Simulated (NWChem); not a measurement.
The numbers come from NWChem runs, not from measurements. System: selenium hexafluoride (F6Se), charge 0, spin multiplicity 1, at a geometry optimised with PBE0/def2-SVP. Level: MP2/def2-SVP, 15 core orbitals frozen.

Part of the output:

```
             Northwest Computational Chemistry Package (NWChem) 7.3.0
             --------------------------------------------------------

                                NWChem Input Module
                                -------------------

 Scaling coordinates for geometry "geometry" by  1.889725989
 (inverse scale =  0.529177249)

 Turning off AUTOSYM since
 SYMMETRY directive was detected!

                             Geometry "geometry" -> ""
                             -------------------------

 Output coordinates in angstroms (scale by  1.889725989 to convert to a.u.)

  No.       Tag          Charge          X              Y              Z
 ---- ---------------- ---------- -------------- -------------- --------------
    1 F                    9.0000     0.00000000     0.00000000     1.70374100
    2 Se                  34.0000     0.00000000     0.00000000     0.00000000
    3 F                    9.0000     1.70373500     0.00000000     0.00000000
    4 F                    9.0000     0.00000000     1.70373400     0.00000000
    5 F                    9.0000    -1.70373500     0.00000000     0.00000000
    6 F                    9.0000     0.00000000    -1.70373400     0.00000000
    7 F                    9.0000     0.00000000     0.00000000    -1.70374100

 Effective nuclear repulsion energy (a.u.)     821.4720845808

            Nuclear Dipole moment (a.u.)
            ----------------------------
        X                 Y               Z
 ---------------- ---------------- ----------------
     0.0000000000     0.0000000000     0.0000000000

      Symmetry information
      --------------------

 Group name             D2h
 Group number             26
 Group order               8
 No. of unique centers     4

      Symmetry unique atoms

     1    2    3    4


 Summary of "ao basis" -> "" (spherical)
 ------------------------------------------------------------------------------
       Tag                 Description            Shells   Functions and Types
 ---------------- ------------------------------  ------  ---------------------
 *                          def2-svp                  on all atoms

 Summary of "ao basis" -> "ao basis" (spherical)
 ------------------------------------------------------------------------------
       Tag                 Description            Shells   Functions and Types
 ---------------- ------------------------------  ------  ---------------------
 F                          def2-svp                 6       14   3s2p1d
 Se                         def2-svp                12       32   5s4p3d

                                 NWChem SCF Module
                                 -----------------

  ao basis        = "ao basis"
  functions       =   116
  atoms           =     7
  closed shells   =    44
  open shells     =     0
  charge          =   0.00
  wavefunction    = RHF
  use symmetry    = T
  symmetry adapt  = T

 Summary of "ao basis" -> "ao basis" (spherical)
 ------------------------------------------------------------------------------
       Tag                 Description            Shells   Functions and Types
 ---------------- ------------------------------  ------  ---------------------
 F                          def2-svp                 6       14   3s2p1d
 Se                         def2-svp                12       32   5s4p3d

      Symmetry analysis of basis
      --------------------------

        ag         32
        au          3
        b1g        10
        b1u        17
        b2g        10
        b2u        17
        b3g        10
        b3u        17

 Forming initial guess at       0.1s

      Superposition of Atomic Density Guess
      -------------------------------------

 Sum of atomic energies:       -2995.26685344

      Non-variational initial energy
      ------------------------------

 Total energy =   -2996.421689
 1-e energy   =   -5819.008935
 2-e energy   =    2001.115161
 HOMO         =      -0.585414
 LUMO         =      -0.039378

      Symmetry analysis of molecular orbitals - initial
      -------------------------------------------------

  Numbering of irreducible representations:

     1 ag          2 au          3 b1g         4 b1u         5 b2g
[...]
    94      0.349532  6 F  pz               107     -0.349540  7 F  py
     8     -0.242749  1 F  py                69      0.242743  4 F  pz
    97     -0.242743  6 F  pz               110      0.242749  7 F  py

 Vector   44  Occ=2.000000D+00  E=-6.981753D-01  Symmetry=b2g
              MO Center= -1.1D-16, -6.6D-28, -1.8D-16, r^2= 3.3D+00
   Bfn.  Coefficient  Atom+Function         Bfn.  Coefficient  Atom+Function
  ----- ------------  ---------------      ----- ------------  ---------------
     4      0.349539  1 F  px                52     -0.349532  3 F  pz
    80      0.349532  5 F  pz               106     -0.349539  7 F  px
     7     -0.242749  1 F  px                55      0.242743  3 F  pz
    83     -0.242743  5 F  pz               109      0.242749  7 F  px

 Vector   45  Occ=0.000000D+00  E= 2.728702D-02  Symmetry=ag
              MO Center= -1.0D-16, -1.2D-16,  1.1D-15, r^2= 2.4D+00
   Bfn.  Coefficient  Atom+Function         Bfn.  Coefficient  Atom+Function
  ----- ------------  ---------------      ----- ------------  ---------------
    18      1.084808  2 Se s                 17     -0.594688  2 Se s
    19      0.487437  2 Se s                  9      0.251318  1 F  pz
    53      0.251318  3 F  px                68      0.251318  4 F  py
    81     -0.251318  5 F  px                96     -0.251318  6 F  py
   111     -0.251318  7 F  pz                 6     -0.237038  1 F  pz

 Vector   46  Occ=0.000000D+00  E= 2.563686D-01  Symmetry=b1u
              MO Center=  2.2D-15, -1.2D-16, -1.0D-15, r^2= 2.3D+00
   Bfn.  Coefficient  Atom+Function         Bfn.  Coefficient  Atom+Function
  ----- ------------  ---------------      ----- ------------  ---------------
    31      1.161934  2 Se pz                28      0.684049  2 Se pz
     3     -0.540799  1 F  s                105      0.540799  7 F  s
     9      0.391654  1 F  pz               111      0.391654  7 F  pz
    25     -0.356018  2 Se pz                 6     -0.267820  1 F  pz
   108     -0.267820  7 F  pz

 Vector   47  Occ=0.000000D+00  E= 2.563723D-01  Symmetry=b3u
              MO Center= -4.9D-16, -9.8D-16, -3.1D-15, r^2= 2.3D+00
   Bfn.  Coefficient  Atom+Function         Bfn.  Coefficient  Atom+Function
  ----- ------------  ---------------      ----- ------------  ---------------
    29      1.161955  2 Se px                26      0.684044  2 Se px
    49     -0.540810  3 F  s                 77      0.540810  5 F  s
    53      0.391657  3 F  px                81      0.391657  5 F  px
    23     -0.356016  2 Se px                50     -0.267818  3 F  px
    78     -0.267818  5 F  px

 center of mass
 --------------
 x =   0.00000000 y =   0.00000000 z =   0.00000000

 moments of inertia (a.u.)
 ------------------
         787.734842274047           0.000000000000           0.000000000000
           0.000000000000         787.735304630164           0.000000000000
           0.000000000000           0.000000000000         787.732068131645

  Mulliken analysis of the total density
  --------------------------------------

    Atom       Charge   Shell Charges
 -----------   ------   -------------------------------------------------------
    1 F    9     9.39   1.99  1.13  0.84  3.30  2.11  0.01
    2 Se  34    31.66   2.00  2.00  1.99  1.18 -0.12  6.00  5.98  1.46  0.18  8.28  1.74  0.96
    3 F    9     9.39   1.99  1.13  0.84  3.30  2.11  0.01
    4 F    9     9.39   1.99  1.13  0.84  3.30  2.11  0.01
    5 F    9     9.39   1.99  1.13  0.84  3.30  2.11  0.01
    6 F    9     9.39   1.99  1.13  0.84  3.30  2.11  0.01
    7 F    9     9.39   1.99  1.13  0.84  3.30  2.11  0.01

       Multipole analysis of the density wrt the origin
       ------------------------------------------------

     L   x y z        total         open         nuclear
     -   - - -        -----         ----         -------
     0   0 0 0     -0.000000      0.000000     88.000000

     1   1 0 0      0.000000      0.000000      0.000000
     1   0 1 0      0.000000      0.000000      0.000000
     1   0 0 1     -0.000000      0.000000      0.000000

     2   2 0 0    -37.137776      0.000000    186.583943
     2   1 1 0      0.000000      0.000000      0.000000
     2   1 0 1      0.000000      0.000000      0.000000
     2   0 2 0    -37.137761      0.000000    186.583724
     2   0 1 1     -0.000000      0.000000      0.000000
     2   0 0 2    -37.137870      0.000000    186.585257

                   NWChem MP2 Semi-direct Energy/Gradient Module
                   ---------------------------------------------

  Basis functions       =    116
  Molecular orbitals    =    116
  Frozen core           =     15
  Frozen virtuals       =      0
  Active alpha occupied =     29
  Active beta occupied  =     29
  Active alpha virtual  =     72
  Active beta virtual   =     72
  Use MO symmetry       = T
  Use skeleton AO sym   = T

  AO/Fock/Back tols     =   1.0D-09  1.0D-09  1.0D-09

 GA uses MA = F    GA memory limited = T

 Available:
  local mem=  1.26D+08
 global mem=  1.44D+08
 local disk=  0.00D+00
  mp2_memr nvloc                    72
  nvloc new                    72
   1 passes of  29:        3145728                      80694                  44407278.
   1 passes of  29: M    126151420           G      144152288           F     123005692.

 Semi-direct pass number   1 of   1  for RHF alpha+beta  at        1.4s
  vrange nnbf                  6252
  mp2_eaftype                   169  avail_ma_in_mb                  1099
 EAF : mp2_eaftype filesize         169   22203639.
  mp2_eaf for mointskh                    169
Node 0 wrote    104.4 Mb in      0.1 s     Agg I/O rate:  1437.3 Mb/s
 Done moints_semi at        6.5s
  mp2_eaftype                   169  avail_ma_in_mb                   930
 EAF : mp2_eaftype filesize         169   22203639.
  mp2_eaf for kh                   169
 Done maket at        6.9s
 Done multipass loop at        6.9s

          -------------------------------------------
          SCF energy               -2995.524557364969
          Correlation energy          -1.403219413131
          Singlet pairs               -0.796781406190
          Triplet pairs               -0.606438006941
          Total MP2 energy         -2996.927776778100
          -------------------------------------------

          ---------------------------------------------------
                    Spin Component Scaled (SCS) MP2
          Same spin pairs                     -0.404292004627
          Same spin scaling factor             0.333333333333
          Opposite spin pairs                 -0.998927408503
          Opposite spin scaling fact.          1.200000000000
          SCS-MP2 correlation energy          -1.333476891747
          Total SCS-MP2 energy             -2996.858034256715
          ---------------------------------------------------

 -----------------------
 Performance information
 -----------------------

 Timer overhead =  1.54D-07 seconds/call

               Nr. of calls         CPU time (s)                 Wall time (s)                GFlops
             ---------------    -------------------     ------------------------------   -------------------
Name         Min   Avg   Max    Min     Avg     Max     Min     Avg     Max   Mx/calls   Min     Max     Sum
mp2: moin     1     1     1    5.1     5.1     5.1      5.1     5.1     5.1     5.1      0.0     0.0     0.0
mp2: make     1     1     1   0.42    0.42    0.42     0.42    0.42    0.42    0.42      0.0     0.0     0.0
mp2: tota     1     1     1    5.5     5.5     5.5      5.5     5.5     5.5     5.5      0.0     0.0     0.0

 The average no. of pstat calls per process was 3.00D+00
 with a timing overhead of 4.63D-07s

 Task  times  cpu:        6.9s     wall:        6.9s

 Total times  cpu:        6.9s     wall:        6.9s
```

Write an NWChem input that would produce this output.

Several could match; the one computed here: 
```
start mol
memory heap 200 mb stack 900 mb global 1100 mb
geometry units angstroms nocenter noautoz
  F      0.000000     0.000000     1.703741
  Se     0.000000     0.000000     0.000000
  F      1.703735     0.000000     0.000000
  F      0.000000     1.703734     0.000000
  F     -1.703735     0.000000     0.000000
  F      0.000000    -1.703734     0.000000
  F      0.000000     0.000000    -1.703741
  symmetry group D2h
end
basis spherical
  * library def2-svp
end
scf
  rhf
  nopen 0
  maxiter 100
  thresh 1e-7
  semidirect memsize 60000000 filesize 0
end
mp2
  freeze core 15
end
task mp2 energy
```
